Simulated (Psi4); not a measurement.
C2F3, doublet, at a GFN2-xTB geometry; WB97X/STO-3G in Psi4.

The Psi4 input:
```
memory 2 GB

molecule mol {
0 2
C    -0.020970    0.188015    0.950683
C     0.006310    0.221824   -0.350256
F    -0.034822   -0.774284    1.829280
F     0.015706    1.338809   -1.053298
F     0.028890   -0.837751   -1.176267
}

set {
  basis sto-3g
  reference uks
}

energy('wb97x')
print_variables()
```

Task: What does Psi4 print? Leave out banner, timings and long lists.

Result: 
```
   => Loading Basis Set <=

    Name: STO-3G
    Role: ORBITAL
    Keyword: BASIS

         ---------------------------------------------------------
                                   SCF
               by Justin Turney, Rob Parrish, Andy Simmonett
                          and Daniel G. A. Smith
                              UKS Reference
         ---------------------------------------------------------

  ==> Geometry <==

    Molecular point group: c1
    Full point group: C1

    Geometry (in Angstrom), charge = 0, multiplicity = 2:

       Center              X                  Y                   Z               Mass
    ------------   -----------------  -----------------  -----------------  -----------------
         C           -0.021090629264     0.191382973295     0.955617264786    12.000000000000
         C            0.006189370736     0.225191973295    -0.345321735214    12.000000000000
         F           -0.034942629264    -0.770916026705     1.834214264786    18.998403162730
         F            0.015585370736     1.342176973295    -1.048363735214    18.998403162730
         F            0.028769370736    -0.834383026705    -1.171332735214    18.998403162730

  Running in c1 symmetry.

  Rotational constants: A =      0.37302  B =      0.12224  C =      0.09207 [cm^-1]
  Rotational constants: A =  11182.91249  B =   3664.80639  C =   2760.23606 [MHz]
  Nuclear repulsion =  161.774108610933240

  Charge       = 0
  Multiplicity = 2
  Electrons    = 39
  Nalpha       = 20
  Nbeta        = 19

  ==> Algorithm <==

  SCF Algorithm Type is DF.
  DIIS enabled.
  MOM disabled.
  Fractional occupation disabled.
  Guess Type is SAD.
  Energy threshold   = 1.00e-06
  Density threshold  = 1.00e-06
  Integral threshold = 1.00e-12

  ==> Primary Basis <==

  Basis Set: STO-3G
    Blend: STO-3G
    Number of shells: 15
    Number of basis functions: 25
    Number of Cartesian functions: 25
    Spherical Harmonics?: true
    Max angular momentum: 1

  ==> DFT Potential <==

   => LibXC <=

    Version 7.1.2
    S. Lehtola, C. Steigemann, M. J. T. Oliveira, and M. A. L. Marques,  SoftwareX 7, 1–5 (2018) (10.1016/j.softx.2017.11.002)

   => Composite Functional: WB97X <=

    wB97X Hyb-GGA Exchange-Correlation Functional

    J.-D. Chai and M. Head-Gordon,  J. Chem. Phys. 128, 084106 (2008) (10.1063/1.2834918)

    Deriv               =              1
    GGA                 =           TRUE
    Meta                =          FALSE

    Exchange Hybrid     =           TRUE
    MP2 Hybrid          =          FALSE

   => Exchange-Correlation Functionals <=

    1.0000   wB97X range-separated functional

   => Exact (HF) Exchange <=

    0.8423            HF,LR [omega = 0.3000]
    0.1577               HF

   => LibXC Density Thresholds  <==

    XC_HYB_GGA_XC_WB97X:  1.00E-14

   => Molecular Quadrature <=

    Radial Scheme          =       TREUTLER
    Pruning Scheme         =           NONE
    Nuclear Scheme         =       TREUTLER

    Blocking Scheme        =         OCTREE
    BS radius alpha        =              1
    Pruning alpha          =              1
    Radial Points          =             75
    Spherical Points       =            302
    Total Points           =         105613
    Total Blocks           =            854
    Max Points             =            256
    Max Functions          =             23
    Weights Tolerance      =       1.00E-15

   => Loading Basis Set <=

    Name: (STO-3G AUX)
    Role: JKFIT
    Keyword: DF_BASIS_SCF

  ==> Integral Setup <==

  SCF_SUBTYPE=INCORE selected. In-core MEM_DF algorithm will be used.
  Using in-core AOs.

  ==> MemDFJK: Density-Fitted J/K Matrices <==

    J tasked:                   Yes
    K tasked:                   Yes
    wK tasked:                  Yes
    Omega:                3.000E-01
    Algorithm:                 Core
    Schwarz Cutoff:           1E-12
    Mask sparsity (%):       1.9200
    Fitting Condition:        1E-10

   => Auxiliary Basis Set <=

  Basis Set: (STO-3G AUX)
    Blend: DEF2-UNIVERSAL-JKFIT
    Number of shells: 125
    Number of basis functions: 381
    Number of Cartesian functions: 457
    Spherical Harmonics?: true
    Max angular momentum: 4

  Minimum eigenvalue in the overlap matrix is 1.8706308932E-01.
  Reciprocal condition number of the overlap matrix is 9.5340582802E-02.
    Using symmetric orthogonalization.

  ==> Pre-Iterations <==

  SCF Guess: Superposition of Atomic Densities via on-the-fly atomic UHF (no occupation information).

   -------------------------
    Irrep   Nso     Nmo
   -------------------------
     A         25      25
   -------------------------
    Total      25      25
   -------------------------

  ==> Iterations <==

                           Total Energy        Delta E     RMS |[F,P]|

   @DF-UKS iter SAD:  -368.71662810180050   -3.68717e+02   0.00000e+00
   @DF-UKS iter   1:  -370.19325744628117   -1.47663e+00   1.27231e-02 ADIIS/DIIS
   @DF-UKS iter   2:  -370.24610853711749   -5.28511e-02   7.78861e-03 ADIIS/DIIS
   @DF-UKS iter   3:  -370.26749410812295   -2.13856e-02   1.07037e-03 ADIIS/DIIS
   @DF-UKS iter   4:  -370.26823821554859   -7.44107e-04   3.70385e-04 ADIIS/DIIS
   @DF-UKS iter   5:  -370.26841518829610   -1.76973e-04   2.19111e-04 ADIIS/DIIS
   @DF-UKS iter   6:  -370.26855008298031   -1.34895e-04   1.17713e-04 ADIIS/DIIS
   @DF-UKS iter   7:  -370.26860816748211   -5.80845e-05   6.71804e-05 DIIS
   @DF-UKS iter   8:  -370.26862048186211   -1.23144e-05   2.90414e-05 DIIS
   @DF-UKS iter   9:  -370.26862371041989   -3.22856e-06   7.55288e-06 DIIS
   @DF-UKS iter  10:  -370.26862382013405   -1.09714e-07   2.82138e-06 DIIS
   @DF-UKS iter  11:  -370.26862382879835   -8.66430e-09   6.60640e-07 DIIS
  Energy and wave function converged.

  ==> Post-Iterations <==

   Electrons on quadrature grid:
      Nalpha   =   20.0000063896 ; deviation = 6.390e-06
      Nbeta    =   19.0000065781 ; deviation = 6.578e-06
      Ntotal   =   39.0000129677 ; deviation = 1.297e-05

   @Spin Contamination Metric:   1.744082439E-02
   @S^2 Expected:                7.500000000E-01
   @S^2 Observed:                7.674408244E-01
   @S   Expected:                5.000000000E-01
   @S   Observed:                5.000000000E-01

    Orbital Energies [Eh]
    ---------------------

    Alpha Occupied:

       1A    -24.555947     2A    -24.484062     3A    -24.476342
       4A    -10.206376     5A    -10.104562     6A     -1.319042
       7A     -1.301649     8A     -1.235950     9A     -0.839520
      10A     -0.617882    11A     -0.568621    12A     -0.548599
      13A     -0.520287    14A     -0.468181    15A     -0.449524
      16A     -0.372493    17A     -0.358898    18A     -0.347287
      19A     -0.264892    20A     -0.230387

    Alpha Virtual:

      21A      0.253822    22A      0.359756    23A      0.450276
      24A      0.628870    25A      0.865051

    Beta Occupied:

       1A    -24.553097     2A    -24.484331     3A    -24.475590
       4A    -10.206779     5A    -10.095327     6A     -1.306773
       7A     -1.298250     8A     -1.233925     9A     -0.817500
      10A     -0.606717    11A     -0.557548    12A     -0.526524
      13A     -0.516155    14A     -0.442036    15A     -0.423893
      16A     -0.362822    17A     -0.359175    18A     -0.346217
      19A     -0.217040

    Beta Virtual:

      20A      0.112612    21A      0.272986    22A      0.379611
      23A      0.457653    24A      0.649318    25A      0.895334

    Final Occupation by Irrep:
              A
    DOCC [    19 ]
    SOCC [     1 ]
    NA   [    20 ]
    NB   [    19 ]

  @DF-UKS Final Energy:  -370.26862382879835

   => Energetics <=

    Nuclear Repulsion Energy =            161.7741086109332400
    One-Electron Energy =                -837.3692177292573433
    Two-Electron Energy =                 335.9704203390072621
    DFT Exchange-Correlation Energy =     -30.6439350494815237
    Empirical Dispersion Energy =           0.0000000000000000
    VV10 Nonlocal Energy =                  0.0000000000000000
    Total Energy =                       -370.2686238287983542

  UHF NO Occupations:
  HONO-2 :   18  A 1.9995071
  HONO-1 :   19  A 1.9920938
  HONO-0 :   20  A 1.0000000
  LUNO+0 :   21  A 0.0079062
  LUNO+1 :   22  A 0.0004929
  LUNO+2 :   23  A 0.0002448
  LUNO+3 :   24  A 0.0000994

Computation Completed

Properties will be evaluated at   0.000000,   0.000000,   0.000000 [a0]

Properties computed using the SCF density matrix

 Multipole Moments:

 ------------------------------------------------------------------------------------
     Multipole            Electronic (a.u.)      Nuclear  (a.u.)        Total (a.u.)
 ------------------------------------------------------------------------------------

 L = 1.  Multiply by 2.5417464519 to convert [e a0] to [Debye]
 Dipole X            :          0.0068262           -0.0088790           -0.0020527
 Dipole Y            :         -0.3639395            0.2482173           -0.1157221
 Dipole Z            :         -0.2396386            0.3636463            0.1240077
 Magnitude           :                                                    0.1696282

 ------------------------------------------------------------------------------------

  Variable Map:
  ----------------------------------------------------------------------------
  "CURRENT ENERGY"              =>    -370.268623828798
  "CURRENT REFERENCE ENERGY"    =>    -370.268623828798
  "DD SOLVATION ENERGY"         =>       0.000000000000
  "DFT FUNCTIONAL TOTAL ENERGY" =>    -370.268623828798
  "DFT TOTAL ENERGY"            =>    -370.268623828798
  "DFT VV10 ENERGY"             =>       0.000000000000
  "DFT XC ENERGY"               =>     -30.643935049482
  "GRID ELECTRONS ALPHA"        =>      20.000006389577
  "GRID ELECTRONS BETA"         =>      19.000006578078
  "GRID ELECTRONS TOTAL"        =>      39.000012967654
  "NUCLEAR REPULSION ENERGY"    =>     161.774108610933
  "ONE-ELECTRON ENERGY"         =>    -837.369217729257
  "PCM POLARIZATION ENERGY"     =>       0.000000000000
  "PE ENERGY"                   =>       0.000000000000
  "SCF ITERATION ENERGY"        =>    -370.268623828798
  "SCF ITERATIONS"              =>      11.000000000000
  "SCF TOTAL ENERGY"            =>    -370.268623828798
  "TWO-ELECTRON ENERGY"         =>     335.970420339007
  "XC GRID RADIAL POINTS"       =>      75.000000000000
  "XC GRID SPHERICAL POINTS"    =>     302.000000000000
  "XC GRID TOTAL POINTS"        =>  105613.000000000000

  Array Variable Map:
  ----------------------------------------------------------------------------
  "CURRENT DIPOLE"              =>      -0.002052720650 ... 0.124007654960 1 by 3
  "SCF DIPOLE"                  =>      -0.002052720650 ... 0.124007654960 1 by 3
  "SCF TOTAL ENERGIES"          =>    -368.716628101800 ... -370.268623828798 1 by 12
```
